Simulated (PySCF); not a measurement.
Below is a simulated gas-phase Cl 2p photoelectron spectrum of Cl4Ge2O2 (cyclo-(Cl2GeO)2).

Every computed line was given a Gaussian of 0.5 eV full width at half maximum and an area set by the number of equivalent atoms (split 2:1 within a doublet); the highest printed point is 100. Level of theory: delta-SCF UKS SCAN, pcX-2 on the ionised atom, pcseg-1 elsewhere, spin-free X2C (PySCF 2.14.0).

binding energy (eV), intensity and a bar:
```
    206.0          0 
    206.1          1 
    206.2          4 #
    206.3         11 ###
    206.4         27 ########
    206.5         52 ###############
    206.6         80 ########################
    206.7        100 ##############################
    206.8        100 ##############################
    206.9         80 ########################
    207.0         51 ###############
    207.1         26 ########
    207.2         11 ###
    207.3          4 #
    207.4          1 
    207.5          0 
    207.6          0 
    207.7          0 
    207.8          1 
    207.9          3 #
    208.0          8 ###
    208.1         18 ######
    208.2         32 ##########
    208.3         46 ##############
    208.4         51 ###############
    208.5         46 ##############
    208.6         33 ##########
    208.7         19 ######
    208.8          9 ###
    208.9          3 #
    209.0          1 
    209.1          0
```

Problem. Count the maxima, the lines and the sites behind this envelope.

Solution. The curve has 2 maxima (at 206.7 and 208.4 eV). Under it lie 2 lines from 1 inequivalent chlorine site, drawn as a 2p3/2, 2p1/2 pair.

Problem. Decompose the envelope and assign each component. Bonds: Ge1–Cl2, Ge1–Cl3, Ge1–O4, Ge1–O8, O4–Ge5, Ge5–Cl6, Ge5–Cl7, Ge5–O8.

Solution. 
```json
{"position (eV)": "206.75", "relative area": "2.67", "line": "Cl 2p3/2", "atoms": "Cl2/Cl3/Cl6/Cl7", "environment": "chlorine bonded to Ge"}
{"position (eV)": "208.40", "relative area": "1.33", "line": "Cl 2p1/2", "atoms": "Cl2/Cl3/Cl6/Cl7", "environment": "chlorine bonded to Ge"}
```

Problem. What are the centre and the root-mean-square width of the whole band?

Solution. The area-weighted mean of the lines is 207.30 eV. Their own spread about it is 0.78 eV (rms) and each Gaussian has σ = 0.5/2.355 = 0.21 eV; the variances add, which gives 0.81 eV.

The curve has no shake-up lines and no vibrational structure. The first atom of each set that the bonding makes equivalent was ionised and stands for the set. 2p3/2 and 2p1/2 are the ΔSCF energy of one spin-free 2p hole plus the eigenvalues of a spin–orbit and ligand-field matrix of the shell. 2p1/2 minus 2p3/2 (ligand field included): Cl 1.65 eV. One conformer (not necessarily the lowest) at the PBE0-D3(BJ)/def2-SVP geometry, without solvent, vibrations or thermal averaging.
